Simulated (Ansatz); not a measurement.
System: HfO, net charge 0, singlet state. 
Structure (B3LYP-D3(BJ)/def2-TZVP (Ansatz, a program for electronic structure) minimum search):
SMILES: [O]=[Hf]
```xyz
2

Hf     0.0000     0.0000    -0.1733
O      0.0000     0.0000     1.5601
```
Charge 0, spin multiplicity 1.

### Question
Give the harmonic wavenumbers at B3LYP-D3(BJ)/def2-TZVP (Ansatz, finite differences of forces, unscaled).

### Answer
977 cm⁻¹. Zero-point energy 1.4 kcal/mol.

### Question
From these and the geometry, give the ideal-gas thermochemistry at 298.15 K and 1 atm (rigid rotor, harmonic oscillator).

### Answer
Point group C∞v, rotational symmetry number 1. Rotational constants 11.46, 11.46 GHz. S(trans) 41.70, S(rot) 14.50, S(vib) 0.10, S(elec, spin only) 0.00, S 56.3 cal/(mol K). H(298) - H(0) 2.10 kcal/mol; G - E(el) -13.3 kcal/mol.
